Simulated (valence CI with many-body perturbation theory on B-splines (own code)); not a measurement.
Forbidden lines of Br³⁰⁺

Method: configuration interaction combined with many-body perturbation theory (CI+MBPT): three valence electrons over a frozen Dirac-Fock core [He], radial functions for each j: 11 s, 11 p, 10 d, 8 f, 5 g, 2 h, with the one-electron correlation potential Σ1 (screened to all orders), the two-electron term Σ2, the three-electron term Σ3, Breit, model QED; selected single and double excitations, second order for the rest, scaled by the run's own slope (own B-spline code, finite nucleus).

The last digits are not significant, and no measured levels were compared; by estimate large intervals hold to a few tenths of a per cent, small ones and those within an open d or f shell to about a per cent.

Lines 1 to 23 of 23 in falling wavelength, among levels below 211.82 Ry, chosen from the decays that carry over 1 % of a level's rate. Wavelengths and rates use the calculated energies. Electric multipoles are in the length gauge, E1 and E2 with the static RPA response of the core. Weak lines are less certain than strong ones. Lines between different terms over intervals too small for the method are left out, as are lines whose strength nearly cancels.

Levels are named by their leading jj configuration (3d3/2^4 stands for four electrons in 3d with j = 3/2), which in mixed levels can hold well under half, so a name can repeat and another be missing. Letters in brackets count levels of one name in rising energy.

| λ vac (Å) | Upper | Lower | Type | A (s⁻¹) | Branch % |
| --- | --- | --- | --- | --- | --- |
| 229.6 | (2s^2 2p3/2) J=3/2 | (2s^2 2p1/2) J=1/2 | M1 | 7.39e+05 | 100.0 |
| 6.386 | (2s 2p3/2 3p3/2) J=7/2 | (2s 2p3/2^2) J=5/2 | E2 | 4.27e+09 | 12.8 |
| 6.359 | (2s^2 3p1/2) J=1/2 | (2s^2 2p3/2) J=3/2 | E2 | 2.78e+10 | 4.5 |
| 6.328 | (2s 2p1/2 3p3/2) J=5/2 | (2s 2p1/2 2p3/2) J=5/2 | E2 | 8.66e+09 | 1.2 |
| 6.310 | (2s^2 3p3/2) J=3/2 | (2s^2 2p3/2) J=3/2 | E2 | 1.34e+10 | 1.6 |
| 6.296 | (2s 2p3/2 3d5/2) J=9/2 | (2s 2p3/2^2) J=5/2 | M2 | 1.81e+08 | 16.6 |
| 6.200 | (2s 2p3/2 3p3/2) J=7/2 | (2s 2p1/2 2p3/2) J=5/2 | E2 | 1.25e+10 | 37.4 |
| 6.171 | (2s 2p1/2 3p3/2) J=5/2 | (2s 2p1/2^2) J=1/2 | E2 | 1.53e+10 | 2.1 |
| 6.149 | (2s 2p3/2 3p3/2) J=7/2 | (2s 2p1/2 2p3/2) J=3/2 [a] | E2 | 1.14e+10 | 34.2 |
| 6.142 | (2s^2 3p3/2) J=3/2 | (2s^2 2p1/2) J=1/2 | E2 | 1.43e+10 | 1.7 |
| 6.115 | (2s 2p3/2 3d5/2) J=9/2 | (2s 2p1/2 2p3/2) J=5/2 | E3 | 1.17e+07 | 1.1 |
| 6.096 | (2p1/2 2p3/2 3d3/2) J=7/2 | (2s 2p3/2^2) J=3/2 | E2 | 3.88e+09 | 2.6 |
| 6.066 | (2s 2p3/2 3d5/2) J=9/2 | (2s 2p1/2 2p3/2) J=3/2 [a] | E3 | 1.31e+07 | 1.2 |
| 5.966 | (2p1/2 2p3/2 3d3/2) J=7/2 | (2s 2p3/2^2) J=5/2 | E2 | 4.24e+09 | 2.8 |
| 5.954 | (2p1/2 2p3/2 3d5/2) J=9/2 | (2s 2p3/2^2) J=5/2 | E2 | 2.10e+09 | 2.2 |
| 5.934 | (2p3/2^2 3d5/2) J=7/2 | (2s 2p3/2^2) J=3/2 | E2 | 2.05e+10 | 1.1 |
| 5.896 | (2p1/2 2p3/2 3d3/2) J=7/2 | (2s 2p1/2 2p3/2) J=3/2 [b] | E2 | 1.20e+10 | 8.0 |
| 5.811 | (2p3/2^2 3d5/2) J=7/2 | (2s 2p3/2^2) J=5/2 | E2 | 3.98e+10 | 2.1 |
| 5.806 | (2p3/2^2 3d5/2) J=9/2 | (2s 2p3/2^2) J=5/2 | E2 | 6.97e+10 | 64.7 |
| 5.803 | (2p1/2 2p3/2 3d3/2) J=7/2 | (2s 2p1/2 2p3/2) J=5/2 | E2 | 4.92e+10 | 33.0 |
| 5.792 | (2p1/2 2p3/2 3d5/2) J=9/2 | (2s 2p1/2 2p3/2) J=5/2 | E2 | 7.09e+10 | 73.8 |
| 5.773 | (2p1/2 2p3/2 3d5/2) J=7/2 [a] | (2s 2p1/2 2p3/2) J=3/2 [a] | E2 | 7.07e+10 | 3.3 |
| 5.651 | (2p3/2^2 3d5/2) J=9/2 | (2s 2p1/2 2p3/2) J=5/2 | E2 | 2.86e+09 | 2.7 |
